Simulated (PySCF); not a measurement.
HOSi, SMILES [OH+]=[Si] (connectivity only; charge and spin as stated), charge +1, multiplicity 1. Heavy atoms are numbered as in [OH+:1]=[Si:2]. Hydrogens are named by the atom that carries them.

The structure is a stationary point at r2SCAN-D4/def2-TZVPD. The isomer is the one that the SMILES or the coordinates give; other isomers of the formula were not compared.

These are PBE/pcSseg-2 (PySCF) values and carry that method's errors.

GIAO shieldings, no solvent; atoms alike by connectivity are averaged. δ = σ(ref) − σ: ¹⁷O against H2O (σ = 327.5 ppm); ²⁹Si against TMS (σ = 324.1 ppm); ¹H against TMS (σ = 31.47 ppm), references at their B3LYP-D3(BJ)/def2-TZVP geometries, non-relativistic.

```
atoms    nucleus  count  δ (ppm)
-------  -------  -----  -------
O1 (OH)      ¹⁷O      1    192.5
Si2         ²⁹Si      1        ?
H on O1       ¹H      1     6.25
```

### Question
Fill in the missing entries. (An estimate is asked for; the answer gives what the named calculation found.)

### Answer

- Si2, δ (ppm): -161.0
